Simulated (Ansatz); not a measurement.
This geometry of C₂H₈AlGeN (13 atoms, charge 0, multiplicity 1) is a first-order saddle point.

Level of theory: Ansatz 0.2.0, RKS PBE/def2-SVP.

```xyz
13
Properties=species:S:1:pos:R:3
C -0.479 1.058 1.742
C -0.235 0.458 0.548
Ge -0.968 1.235 -1.095
Al 0.854 -1.170 0.562
N 1.217 -2.021 -0.995
H -1.082 1.983 1.851
H -0.083 0.650 2.695
H -1.917 0.231 -1.805
H -1.767 2.528 -0.753
H 0.170 1.595 -2.091
H 1.370 -1.654 2.007
H 0.789 -2.920 -1.236
H 2.153 -2.008 -1.413
```

(1) Which two structures does it join? (They come from a converged band through this point; their orientation in space is the band's.)

(2) How far does it lie above each of them?

Answers

(1) No bond is made or broken. The height of N5 over the plane of its neighbours goes from 0.00 to 0.00 Å. The two ends are copies of one structure, up to a mirror image or an exchange of like atoms.

First end point:

```xyz
13
Properties=species:S:1:pos:R:3
C -0.495 1.066 1.741
C -0.231 0.443 0.564
Ge -0.895 1.249 -1.094
Al 0.804 -1.223 0.622
N 1.233 -2.071 -0.891
H -1.068 2.013 1.815
H -0.150 0.660 2.713
H -1.869 0.279 -1.824
H -1.638 2.582 -0.789
H 0.281 1.533 -2.075
H 1.288 -1.854 2.009
H 1.769 -2.941 -0.935
H 0.992 -1.772 -1.840
```

Last end point:

```xyz
13
Properties=species:S:1:pos:R:3
C -0.500 1.062 1.739
C -0.219 0.451 0.560
Ge -0.879 1.261 -1.097
Al 0.828 -1.208 0.618
N 1.196 -2.097 -0.887
H -1.088 1.999 1.816
H -0.152 0.658 2.712
H -1.771 0.256 -1.881
H -1.710 2.538 -0.779
H 0.305 1.644 -2.031
H 1.368 -1.800 2.002
H 0.907 -1.833 -1.832
H 1.736 -2.966 -0.927
```

(2) 0.43 eV above the first and 0.43 eV above the second. This is the barrier of this one path; another mechanism may lie lower.

Time of the run: 6.4 min on 2 threads of Arm Neoverse V1 (shared host), peak memory 0.19 GiB.
